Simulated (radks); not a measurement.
Results of a calculation; reference values are marked as such.
Task: Valence configurations of the osmium ion Os3+ (all share [Xe]). Code: a radial shooting solver on a logarithmic mesh with Libxc functionals. Model: Dirac Kohn-Sham, PBE, spin-unpolarised, spherical densities, finite nucleus; open shells fill j = l - 1/2 first; Fermi nuclear charge, rms radius 5.4126 fm. Order these by energy: 4f14 5d3 6p2; 4f12 5d5 6p2; 4f14 5d4 6p1; 4f13.5 5d5 6s0.5; 4f13 5d5 6p1; 4f14 5d5; 4f13 5d4 6p2; 4f12 5d7; 4f12 5d5 6s1 6p1; 4f14 5d4 6s1.

Result: From the lowest, in eV above it: 4f14 5d5 0.000; 4f14 5d4 6s1 4.441; 4f14 5d4 6p1 11.815; 4f14 5d3 6p2 26.817; 4f13.5 5d5 6s0.5 26.843; 4f13 5d5 6p1 64.377; 4f13 5d4 6p2 79.490; 4f12 5d7 111.35; 4f12 5d5 6s1 6p1 134.60; 4f12 5d5 6p2 142.71. NIST lists [Xe] 4f14 5d5 as the ground configuration; this level of theory agrees among the configurations tried. The energies are those of spherical spin-averaged densities, not of single terms.
